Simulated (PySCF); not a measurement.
Species: C₃H₁₁B₂N.
Atom-mapped SMILES: `[BH2:1][N:2]([BH2:3])[CH:4]([CH3:5])[CH3:6]` (hydrogens: H7, H8 on B1; H9, H10 on B3; H11 on C4; H12, H13, H14 on C5; H15, H16, H17 on C6)

The calculation used core-valence-separated Tamm–Dancoff BHandHLYP/aug-pcX-1 (pcseg-1 on H) in PySCF, non-relativistic, gas phase, PBE0-D3(BJ)/def2-SVP geometry.

Computed nitrogen K-edge spectrum, Gaussian lines of 0.4 eV full width, highest printed point 100; it ends one width below the last computed root. The energies are unshifted.

photon energy (eV), absorption and a bar:
```
    397.9          2 #
    398.0          8 ##
    398.1         25 ########
    398.2         56 #################
    398.3         89 ###########################
    398.4        100 ##############################
    398.5         79 ########################
    398.6         45 #############
    398.7         18 #####
    398.8          5 ##
    398.9          1 
    399.0          0 
    399.1          0 
    399.2          0 
    399.3          0 
    399.4          0 
    399.5          0 
    399.6          0 
    399.7          0 
    399.8          0 
    399.9          0 
    400.0          0 
    400.1          0 
    400.2          0 
    400.3          0 
    400.4          0 
    400.5          0 
    400.6          0 
    400.7          0 
    400.8          0 
    400.9          0 
    401.0          0 
    401.1          1 
    401.2          2 
    401.3          2 #
    401.4          3 #
    401.5          5 #
    401.6         10 ###
    401.7         16 #####
    401.8         20 ######
    401.9         20 ######
    402.0         17 #####
```

**Question.** Where are the maxima, and which lines make them up?

**Answer.** 2 maxima:
- 398.4 eV: N2 (boron-bound nitrogen), 398.38 eV, f = 0.042, 100 % of the height at the exact maximum
- 401.8 eV: N2 (boron-bound nitrogen), 401.77 eV, f = 0.004, 45 % of the height at the exact maximum; N2 (boron-bound nitrogen), 401.83 eV, f = 0.003, 40 % of the height at the exact maximum; N2 (boron-bound nitrogen), 402.12 eV, f = 0.004, 12 % of the height at the exact maximum

Roots within 0.03 eV on the same or equivalent atoms count as one line; shares under 12 % aren't listed.

Vibrational structure and lifetime widths aren't in the curve. The ionisation threshold wasn't computed; near and above it a finite basis only mimics Rydberg series and continuum.

Time: 27 s of wall time; peak memory 0.91 GiB. Hardware: Arm Neoverse V2, one thread, shared host.

Conformer computed: `[BH2:1][N:2]([BH2:3])[CH:4]([CH3:5])[CH3:6]`: B1–N2–C4–C5 118°.

One conformer stands for the species.
